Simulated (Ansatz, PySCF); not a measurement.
A series of proton affinity values:

A. CO[SiH3] [methoxysilane] + H+ → C[OH+][SiH3]
B. O[Si](O)(F)F [difluoro(dihydroxy)silane] + H+ → O[Si]([OH2+])(F)F
C. COC(C)C + H+ -> C[OH+]C(C)C
D. CCCC=O + H+ → CCCC=[OH+]
E. O[SiH2]O [dihydroxysilane] + H+ → O[SiH2][OH2+]

Quantity: proton affinity (enthalpy at 298 K, with B3LYP-D3(BJ) rigid-rotor harmonic-oscillator terms), kcal/mol. Each molecule is optimised on its own at B3LYP-D3(BJ)/def2-TZVP (Ansatz, a quantum-chemistry and plane-wave program), one conformer each, not searched for the lowest. Frequencies are from Ansatz or PySCF. Valence correlation only, unless marked. Spin-orbit coupling is left out. No relativistic terms. CBS(X,Y): correlation extrapolated as X^-3; Hartree-Fock from the larger set. [CCSD(T)-MP2]/basis is that difference in the basis named. Positive means that the reaction releases energy.

|  | PBE0/def2-SVP (Ansatz) | RPA@PBE/cc-pV(T+d)Z (Ansatz) | CCSD/STO-3G (Ansatz) | RI-MP2/CBS(cc-pV(T+d)Z,cc-pV(Q+d)Z)+[CCSD(T)-MP2]/cc-pV(T+d)Z (Ansatz) |
|---|---|---|---|---|
| A | 190.6 | 193.4 | 269.7 | 187.6 |
| B | 172.0 | 173.7 | 262.3 | 166.8 |
| C | 198.1 | 202.7 | 254.6 | 197.5 |
| D | 191.4 | 193.1 | 227.6 | 188.7 |
| E | 188.0 | 187.0 | 270.7 | 180.6 |
